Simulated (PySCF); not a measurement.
C2H3O (SMILES [CH2]C=O), doublet, at a GFN2-xTB geometry, atoms displaced at random by about 0.03 Å a coordinate. Base run: PySCF with TPSS/def2-SVP, gradient.

Here is a job for PySCF.
```python
from pyscf import gto, scf, dft

mol = gto.Mole()
mol.atom = '''
    O     1.106653    0.286529   -0.444653
    C     0.054038    0.305313    0.208346
    H    -0.185281    1.234223    0.874986
    C    -1.032784   -0.526863    0.165085
    H    -1.948497   -0.406050    0.685971
    H    -0.917357   -1.460538   -0.462468
'''
mol.basis = 'def2-svp'
mol.charge = 0
mol.spin = 1
mol.verbose = 4
mol.build()

mf = dft.UKS(mol)
mf.xc = 'tpss'
mf.kernel()
g = mf.nuc_grad_method()
grad = g.kernel()
```

The coordinate followed is y of atom 5.

Variants of this job, named by their change:

```csv
change,dE/dx (Eh/bohr),net force (Eh/bohr)
base,-0.009148,0.000080
finite difference step (bohr) = 1e-5; conv_tol = 1e-11,-0.009150,-
finite difference step (bohr) = 1e-4; conv_tol = 1e-11,-0.009150,-
finite difference step (bohr) = 0.01; conv_tol = 1e-11,-0.009149,-
grids.level = 1; grid_response = on,-0.009106,0.000000
finite difference step (bohr) = 0.2; conv_tol = 1e-11,-0.008705,-
grids.level = 0; grid_response = off,-0.009293,0.005256
grid_response = on,-0.009150,0.000000
conv_tol = 1e-11,-0.009148,0.000080
density fitting = on,-0.009147,0.000080
finite difference step (bohr) = 0.05; conv_tol = 1e-11,-0.009121,-
grids.level = 5; grid_response = off,-0.009147,0.000002
```

The net force is zero for an exact gradient.

Open shells are given as the SCF converged; they aren't shown to be the lowest states, and a large step between rows can be another state.
